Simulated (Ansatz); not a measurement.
`CC[N](C)[SnH]([F])[Cl]` → `[F][Sn][Cl]` + ethylmethylamine at 298.15 K and 1 bar (stannylene formation by 1,1-elimination).

Calculated with Ansatz (gas phase, PBE0-D4/def2-TZVP geometries, no zero-point term in ΔE). CCSD(T)/CBS is the MP2 limit (def2-TZVPP, def2-QZVPP) plus CCSD(T) − MP2 in def2-TZVPP, frozen cores. def2 core potentials past Kr. For Sn outer-core shells are correlated without core-valence functions, which leaves a few kJ/mol of doubt a bond. Each species was taken in one conformer, which may not be the lowest.

```tsv
species	CCSD(T)/CBS energy (Eh)	H − E (kJ/mol)	S (J/(mol·K))
`CC[N](C)[SnH]([F])[Cl]`	-947.95175	346.6	436.4
`[F][Sn][Cl]`	-773.69640	19.5	299.8
`CCNC`	-174.26710	335.0	303.0
```

H − E and S are ideal-gas, rigid-rotor, harmonic terms from PBE0-D4/def2-TZVP, for one conformer and one mirror image of each species. 1 Eh = 2625.50 kJ/mol, R = 8.31446 J/(mol·K).

**Question.** By hand: ΔE, ΔH, ΔS and ΔG.

**Answer.** ΔE = (-773.69640) + (-174.26710) − (-947.95175) = -0.01175 Eh = -30.8 kJ/mol. Δ(H − E) = 19.5 + 335.0 − 346.6 = 7.9, so ΔH = -22.9 kJ/mol. ΔS = 299.8 + 303.0 − 436.4 = 166.4 J/(mol·K). ΔG = -22.9 − 298.15 × (166.4)/1000 = -72.5 kJ/mol.

**Question.** By hand: the equilibrium constant, and the temperature at which ΔG would vanish if ΔH and ΔS stayed fixed.

**Answer.** log₁₀ K = −ΔG/(RT ln 10) = 12.7. ΔH and −TΔS have one sign here, so there is no such temperature.

The number of gas molecules changes by +1, which sets the sign of ΔS. A doubt of 5 kJ/mol in ΔE shifts log₁₀ K by 0.9 here. Other conformers and mirror images would add mixing entropy, several J/(mol·K) or more a flexible species. Modes under 60 cm⁻¹, often nearly free rotors, make the harmonic entropy too high. These are equilibria of isolated gas molecules and say nothing of rates. Largest T1 diagnostic: 0.016 (customary marks: 0.02 for closed shells, 0.045 for open ones).
